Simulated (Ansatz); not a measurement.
`N[Si]Br` + H–F → `N[Si]F` + HBr at 600 K and 1 bar (ligand exchange at the Si–Br bond).

Computed with Ansatz on PBE0-D4/def2-TZVP structures; ΔE is electronic, products minus reactants. CBS: MP2 limit from def2 TZ/QZ plus the TZ coupled-cluster correction, frozen cores. This one scheme is used for every species. For Br outer-core shells are correlated without core-valence functions, which leaves a few kJ/mol of doubt a bond. Scalar relativity is left out up to krypton. One conformer a species, not always the lowest.

```json
{"species": "`N[Si]Br`", "CCSD(T)/CBS energy (Eh)": "-2918.35423", "H − E (kJ/mol)": "107.8", "S (J/(mol·K))": "343.7"}
{"species": "H–F", "CCSD(T)/CBS energy (Eh)": "-100.39570", "H − E (kJ/mol)": "42.3", "S (J/(mol·K))": "194.0"}
{"species": "`N[Si]F`", "CCSD(T)/CBS energy (Eh)": "-444.84306", "H − E (kJ/mol)": "109.0", "S (J/(mol·K))": "318.2"}
{"species": "HBr", "CCSD(T)/CBS energy (Eh)": "-2573.91920", "H − E (kJ/mol)": "33.5", "S (J/(mol·K))": "219.1"}
```

H − E and S are ideal-gas, rigid-rotor, harmonic terms from PBE0-D4/def2-TZVP, for one conformer and one mirror image of each species. 1 Eh = 2625.50 kJ/mol, R = 8.31446 J/(mol·K).

Problem. By hand: ΔE, ΔH, ΔS and ΔG.

Solution. ΔE = (-444.84306) + (-2573.91920) − (-2918.35423) − (-100.39570) = -0.01233 Eh = -32.4 kJ/mol. Δ(H − E) = 109.0 + 33.5 − 107.8 − 42.3 = -7.6, so ΔH = -40.0 kJ/mol. ΔS = 318.2 + 219.1 − 343.7 − 194.0 = -0.4 J/(mol·K). ΔG = -40.0 − 600 × (-0.4)/1000 = -39.8 kJ/mol.

Problem. By hand: the equilibrium constant, and the temperature at which ΔG would vanish if ΔH and ΔS stayed fixed.

Solution. log₁₀ K = −ΔG/(RT ln 10) = 3.5. ΔG = 0 at ΔH/ΔS = 100000 K, far beyond where these terms or the molecules hold.

The number of gas molecules stays the same, so ΔS is small and ΔH decides. A doubt of 5 kJ/mol in ΔE shifts log₁₀ K by 0.4 here. Other conformers and mirror images would add mixing entropy, several J/(mol·K) or more a flexible species. These are equilibria of isolated gas molecules and say nothing of rates. Largest T1 diagnostic: 0.014 (customary marks: 0.02 for closed shells, 0.045 for open ones).
